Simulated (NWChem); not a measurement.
Species: P2H cation; SMILES [PH+]#P

Results from NWChem. Medium grid unless said otherwise, to which SCAN and Minnesota functionals are sensitive. Geometry: optimised at PBE-D3(BJ)/def2-SVP. Total energies of different functionals are on different scales.

```csv
level,energy (Ha),highest occupied level (eV),orbital gap (eV)
B3LYP/def2-TZVP,-682.9858,-14.66,5.10
PBE/def2-TZVP,-682.6415,-13.92,3.68
MN15-L/def2-TZVP,-682.8345,-14.15,4.26
PW6B95/def2-TZVP,-683.5314,-14.95,5.64
M06/def2-TZVP,-682.9227,-14.81,5.55
MPW1K/def2-TZVP,-682.9634,-15.64,6.83
TPSS/def2-TZVP,-682.9997,-14.00,3.82
```
